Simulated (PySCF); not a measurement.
CH₄BrFOSi (SMILES CO[SiH](F)Br), singlet, at a GFN2-xTB geometry; B3LYP/6-31G*, polarisability run with PySCF.

Input for PySCF:
```python
from pyscf import gto, scf, dft
from pyscf.prop import polarizability

mol = gto.M(
    atom='''
Si   -0.40957789    0.41751126    0.54453869
F    -0.50942833    1.92005285   -0.00117817
Br    1.43399328   -0.44610446   -0.20622414
O    -1.51616699   -0.50552002   -0.14453701
C    -2.91253549   -0.44584834   -0.13463174
H    -0.43305020    0.52581126    1.98155759
H    -3.26042541    0.54664279   -0.42596776
H    -3.29430556   -0.68091647    0.86070674
H    -3.27848897   -1.18426487   -0.84730358
''',
    basis='6-31g*',
    verbose=4,
)

mf = dft.RKS(mol)
mf.xc = 'b3lyp'
mf.kernel()
alpha = mf.Polarizability().polarizability()[2, 2]
print('alpha_zz =', alpha)
```

Task: Write the output that PySCF gives for this input, abridged.

Result: 
```
site-packages/pyscf/prop/efg/rhf.py:45: UserWarning: Module EFG is under testing
  warnings.warn('Module EFG is under testing')
site-packages/pyscf/prop/efg/dhf.py:30: UserWarning: Module EFG is under testing
  warnings.warn('Module EFG is under testing')
site-packages/pyscf/prop/zfs/uhf.py:40: UserWarning: Module ZFS is under testing
  warnings.warn('Module ZFS is under testing')
site-packages/pyscf/prop/gtensor/uhf.py:43: UserWarning: Module g-tensor is under testing
  warnings.warn('Module g-tensor is under testing')
site-packages/pyscf/prop/gtensor/uks.py:41: UserWarning: Module g-tensor is under testing
  warnings.warn('Module g-tensor is under testing')
site-packages/pyscf/prop/hfc/uks.py:35: UserWarning: Module HFC is under testing
  warnings.warn('Module HFC is under testing')
site-packages/pyscf/prop/magnetizability/rhf.py:39: UserWarning: Module magnetizability is under testing
  warnings.warn('Module magnetizability is under testing')
site-packages/pyscf/prop/magnetizability/uhf.py:37: UserWarning: Module magnetizability is under testing
  warnings.warn('Module magnetizability is under testing')
site-packages/pyscf/prop/magnetizability/rks.py:37: UserWarning: Module magnetizability is under testing
  warnings.warn('Module magnetizability is under testing')
site-packages/pyscf/prop/magnetizability/uks.py:39: UserWarning: Module magnetizability is under testing
  warnings.warn('Module magnetizability is under testing')
site-packages/pyscf/prop/polarizability/uhf.py:34: UserWarning: Module polarizability is under testing
  warnings.warn('Module polarizability is under testing')
site-packages/pyscf/prop/polarizability/rks.py:29: UserWarning: Module polarizability is under testing
  warnings.warn('Module polarizability is under testing')
site-packages/pyscf/prop/polarizability/uks.py:29: UserWarning: Module polarizability is under testing
  warnings.warn('Module polarizability is under testing')
PySCF version 2.14.0

[INPUT] verbose = 4
[INPUT] num. atoms = 9
[INPUT] num. electrons = 76
[INPUT] charge = 0
[INPUT] spin (= nelec alpha-beta = 2S) = 0
[INPUT] symmetry False subgroup None
[INPUT] Mole.unit = angstrom
[INPUT] Symbol           X                Y                Z      unit          X                Y                Z       unit  Magmom
[INPUT]  1 Si    -0.409577890000   0.417511260000   0.544538690000 AA   -0.773990038777   0.788981935322   1.029028988329 Bohr   0.0
[INPUT]  2 F     -0.509428330000   1.920052850000  -0.001178170000 AA   -0.962680023795   3.628374031191  -0.002226418628 Bohr   0.0
[INPUT]  3 Br     1.433993280000  -0.446104460000  -0.206224140000 AA    2.709854563667  -0.843015252347  -0.389707144874 Bohr   0.0
[INPUT]  4 O     -1.516166990000  -0.505520020000  -0.144537010000 AA   -2.865140370206  -0.955294388285  -0.273135363764 Bohr   0.0
[INPUT]  5 C     -2.912535490000  -0.445848340000  -0.134631740000 AA   -5.503894404176  -0.842531255692  -0.254417116274 Bohr   0.0
[INPUT]  6 H     -0.433050200000   0.525811260000   1.981557590000 AA   -0.818346276188   0.993639274612   3.744601145153 Bohr   0.0
[INPUT]  7 H     -3.260425410000   0.546642790000  -0.425967760000 AA   -6.161311074473   1.033005161068  -0.804962404294 Bohr   0.0
[INPUT]  8 H     -3.294305560000  -0.680916470000   0.860706740000 AA   -6.225335279032  -1.286745642006   1.626500012167 Bohr   0.0
[INPUT]  9 H     -3.278488970000  -1.184264870000  -0.847303580000 AA   -6.195446255707  -2.237936263244  -1.601171710564 Bohr   0.0

nuclear repulsion = 440.063862269589
number of shells = 46
number of NR pGTOs = 243
number of NR cGTOs = 100
basis = 6-31g*
ecp = {}

******** <class 'pyscf.dft.rks.RKS'> ********
method = RKS
initial guess = minao
damping factor = 0
level_shift factor = 0
DIIS = <class 'pyscf.scf.diis.CDIIS'>
diis_start_cycle = 1
diis_space = 8
diis_damp = 0
SCF conv_tol = 1e-09
SCF conv_tol_grad = None
SCF max_cycles = 50
direct_scf = True
direct_scf_tol = 1e-13
XC library pyscf.dft.libxc version 7.1.2
    S. Lehtola, C. Steigemann, M. J. T. Oliveira, and M. A. L. Marques,  SoftwareX 7, 1–5 (2018)
XC functionals = b3lyp
    P. J. Stephens, F. J. Devlin, C. F. Chabalowski, and M. J. Frisch,  J. Phys. Chem. 98, 11623 (1994)
radial grids:
    Treutler-Ahlrichs [JCP 102, 346 (1995); DOI:10.1063/1.469408] (M4) radial grids

becke partition: Becke, JCP 88, 2547 (1988); DOI:10.1063/1.454033
pruning grids: <function nwchem_prune>
grids dens level: 3
symmetrized grids: False
atomic radii adjust function: <function treutler_atomic_radii_adjust>
small_rho_cutoff = 0
Set gradient conv threshold to 3.16228e-05
Initial guess from minao.
tot grids = 121304
init E= -3078.51579686658
  HOMO = -0.343814140412442  LUMO = -0.0144292756524349  gap/eV = 8.96302
cycle= 1 E= -3078.94243310233  delta_E= -0.427  |g|= 0.86  |ddm|= 2.79
  HOMO = -0.195353805502781  LUMO = 0.0219119665431089  gap/eV = 5.91210
cycle= 2 E= -3078.7139495378  delta_E= 0.228  |g|= 1.42  |ddm|= 1.79
  HOMO = -0.292400876566076  LUMO = 0.0265876534750991  gap/eV = 8.68012
cycle= 3 E= -3079.07506187459  delta_E= -0.361  |g|= 0.0719  |ddm|= 1.18
  HOMO = -0.303620966983663  LUMO = 0.0252634569494283  gap/eV = 8.94940
cycle= 4 E= -3079.07583540318  delta_E= -0.000774  |g|= 0.0496  |ddm|= 0.125
  HOMO = -0.302840547776487  LUMO = 0.0246205530554144  gap/eV = 8.91067
cycle= 5 E= -3079.07630681327  delta_E= -0.000471  |g|= 0.00966  |ddm|= 0.0466
  HOMO = -0.301498640646112  LUMO = 0.0249268684438242  gap/eV = 8.88249
cycle= 6 E= -3079.0763202315  delta_E= -1.34e-05  |g|= 0.00416  |ddm|= 0.0127
  HOMO = -0.301876895749554  LUMO = 0.0249955523440581  gap/eV = 8.89465
cycle= 7 E= -3079.07632379798  delta_E= -3.57e-06  |g|= 0.000235  |ddm|= 0.0047
  HOMO = -0.301916375924603  LUMO = 0.0249833769943066  gap/eV = 8.89540
cycle= 8 E= -3079.0763238098  delta_E= -1.18e-08  |g|= 8.44e-05  |ddm|= 0.000387
  HOMO = -0.301901697576588  LUMO = 0.0249904897228301  gap/eV = 8.89519
cycle= 9 E= -3079.07632381158  delta_E= -1.78e-09  |g|= 2.95e-05  |ddm|= 0.000128
  HOMO = -0.301902695425466  LUMO = 0.0249881867354205  gap/eV = 8.89515
cycle= 10 E= -3079.0763238118  delta_E= -2.15e-10  |g|= 5.25e-06  |ddm|= 3.05e-05
  HOMO = -0.301902989490426  LUMO = 0.0249879662151118  gap/eV = 8.89516
Extra cycle  E= -3079.07632381179  delta_E= 4.55e-12  |g|= 6.59e-06  |ddm|= 8.05e-06
converged SCF energy = -3079.07632381179
Isotropic polarizability 47.0068622476
Polarizability anisotropy 18.3647379081
alpha_zz = 41.23532562225746
```
